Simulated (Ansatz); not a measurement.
A basis-limit estimate, worked out

An elementary step of BNH₅ClO₂, closed shell (BNH₅ClO₂ ([NH3][B]([OH])([OH])[Cl]) → BNH₅O₂ ([NH3][B]([OH])[OH]) + Cl; B–Cl broken or loosened, none formed or tightened). “Start” and “end” are the PBE0-D4/def2-TZVP structures reached by relaxing down either side of its saddle point, with the molecules still in contact.

Program: Ansatz 0.2.0. Basis: def2-TZVPP and def2-QZVPP. Cores are frozen in the correlated methods.

Energies in eV:

| quantity | end | start |
| --- | --- | --- |
| Hartree–Fock, triple zeta (X = 3) | -18817.84715 | -18818.18169 |
| Hartree–Fock, quadruple zeta (X = 4) | -18818.50915 | -18818.82193 |
| MP2 correlation, X = 3 | -27.46087 | -27.48058 |
| MP2 correlation, X = 4 | -29.73472 | -29.73598 |
| CCSD(T) correlation, X = 3 | -29.36120 | -29.38399 |

Work out the step energy at the basis limit: extrapolate Hartree–Fock as E(X) = E∞ + A exp(−7.88 √X) and the MP2 correlation as E(X) = E∞ + B X^−2.97 (the exponents that Neese and Valeev fitted for def2-TZVPP and QZVPP), then add CCSD(T) − MP2 in triple zeta.

Each step is linear, so take the differences first (end − start): Hartree–Fock 0.33454 (X = 3) and 0.31278 (X = 4); MP2 correlation 0.01971 and 0.00126; CCSD(T) correlation 0.02279.
Two points give E∞ = E(4) + w [E(4) − E(3)], with w = 1/(exp(7.88 (2 − √3)) − 1) = 0.1377 for Hartree–Fock and w = 1/((4/3)^2.97 − 1) = 0.7407 for the correlation.
Hartree–Fock: 0.31278 + 0.1377 × (-0.02176) = 0.3098 eV.
MP2 correlation: 0.00126 + 0.7407 × (-0.01845) = -0.0124 eV.
CCSD(T) − MP2: 0.02279 − 0.01971 = 0.0031 eV.
Sum: 0.3098 + (-0.0124) + 0.0031 = 0.3005 eV, or 6.93 kcal/mol. Plain CCSD(T) in triple zeta gives 0.3573 eV, so the larger basis shifts the result by -0.0568 eV.

T1 diagnostic: at most 0.013.

Labels in which every atom is bracketed show which atoms are joined, not bond orders.

For scale, one of the runs: CCSD(T)/def2-TZVPP, 236 basis functions, launched by `ansatz run in.yaml --threads 4 --pin off --events-out ev --progress --plain --max-ram 9574MiB`. Hardware: 4 CPU threads of an Arm Neoverse V1, shared host. Wall time 2.3 min; peak host memory 4.6 GiB.
